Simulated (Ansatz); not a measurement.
Geometry optimisation, Ansatz, RKS PBE/def2-SVP.

The input (input.yaml):

```yaml
crystal:
  periodic: [false, false, false]
  atoms:
    - { symbol: Ta, position_ang: [0.0, 0.0, 0.0] }
    - { symbol: F, position_ang: [2.28, 0.0, 0.0] }
    - { symbol: "N", position_ang: [0.0, 0.0, 2.16] }
    - { symbol: H, position_ang: [-0.2456, -0.8845, 2.69] }
    - { symbol: H, position_ang: [0.2456, 0.8845, 2.69] }
    - { symbol: "N", position_ang: [0.0, 0.0, -2.16] }
    - { symbol: H, position_ang: [-0.6116, -0.6845, -2.69] }
    - { symbol: H, position_ang: [0.6116, 0.6845, -2.69] }
    - { symbol: O, position_ang: [-1.01, 1.7493, 0.0] }
    - { symbol: H, position_ang: [-1.4859, 1.8638, 0.8834] }
    - { symbol: "N", position_ang: [-1.08, -1.8706, 0.0] }
    - { symbol: H, position_ang: [-1.8056, -2.0636, 0.7482] }
    - { symbol: H, position_ang: [-0.8844, -2.5955, -0.7482] }
    - { symbol: S, position_ang: [0.8829, -2.249, 1.4151] }
    - { symbol: H, position_ang: [0.0982, -3.3559, 1.0702] }
    - { symbol: H, position_ang: [2.1101, -1.0903, 0.686] }
basis:
  gaussian: { orbitals: def2-SVP }
hamiltonian:
  xc: pbe
relax:
  f_tol: 0.15
  max_steps: 25
  restrain:
    - { distance: [0, 13], at: 3.7, k: 30.0 }
    - { distance: [15, 1], at: 2.12, k: 30.0 }
    - { distance: [0, 1], at: 1.93, k: 30.0 }
    - { distance: [15, 13], at: 1.4, k: 30.0 }
```

Launched with:

```bash
$ ansatz run input.yaml --threads 4 --pin off --max-ram 5120MiB --backend cpu --events-out ev --progress --plain --runs-dir out
```

Where does it end, and by what steps?

The forces met the threshold. The restraints hold the end off the free minimum; the threshold counts their pulls, which the force column leaves out. Restrained pairs: Ta1–S14 (2.80 → 3.71 Å), F2–H16 (1.30 → 2.12 Å), Ta1–F2 (2.28 → 1.93 Å), S14–H16 (1.84 → 1.39 Å). After 12 steps the energy has fallen by 5.496 eV (the restraints' own energy left out); S14 moved furthest, 0.98 Å.

```json
{"step": "0", "energy less start (eV)": "0.0000", "largest force component (eV/Å)": "3.335", "accepted": "yes"}
{"step": "1", "energy less start (eV)": "-0.6902", "largest force component (eV/Å)": "3.807", "accepted": "yes"}
{"step": "2", "energy less start (eV)": "-1.7332", "largest force component (eV/Å)": "4.226", "accepted": "yes"}
{"step": "3", "energy less start (eV)": "-3.1477", "largest force component (eV/Å)": "3.985", "accepted": "yes"}
{"step": "4", "energy less start (eV)": "-4.5137", "largest force component (eV/Å)": "1.535", "accepted": "yes"}
{"step": "5", "energy less start (eV)": "-5.0327", "largest force component (eV/Å)": "1.261", "accepted": "yes"}
{"step": "6", "energy less start (eV)": "-5.2170", "largest force component (eV/Å)": "0.991", "accepted": "yes"}
{"step": "7", "energy less start (eV)": "-5.3177", "largest force component (eV/Å)": "0.725", "accepted": "yes"}
{"step": "8", "energy less start (eV)": "-5.4068", "largest force component (eV/Å)": "0.687", "accepted": "yes"}
{"step": "9", "energy less start (eV)": "-5.4625", "largest force component (eV/Å)": "0.389", "accepted": "yes"}
{"step": "10", "energy less start (eV)": "-5.4778", "largest force component (eV/Å)": "0.409", "accepted": "yes"}
{"step": "11", "energy less start (eV)": "-5.4916", "largest force component (eV/Å)": "0.371", "accepted": "yes"}
{"step": "12", "energy less start (eV)": "-5.4958", "largest force component (eV/Å)": "0.375", "accepted": "yes"}
```

```xyz
16
Properties=species:S:1:pos:R:3
Ta -0.095 0.051 0.040
F 1.836 -0.002 -0.045
N -0.127 0.074 2.080
H 0.328 -0.687 2.614
H -0.314 0.851 2.727
N 0.109 -0.087 -1.990
H -0.642 -0.072 -2.695
H 1.006 -0.156 -2.488
O -1.119 1.681 -0.009
H -1.863 1.837 0.604
N -1.253 -1.588 0.013
H -1.782 -1.917 0.831
H -1.459 -2.143 -0.824
S 1.641 -2.847 1.576
H 0.540 -2.744 0.761
H 2.300 -1.863 0.858
```

Run time: 24 s on 4 threads of Intel(R) Xeon(R) 6975P-C (Granite Rapids), with other jobs on the host, peak memory 0.28 GiB.
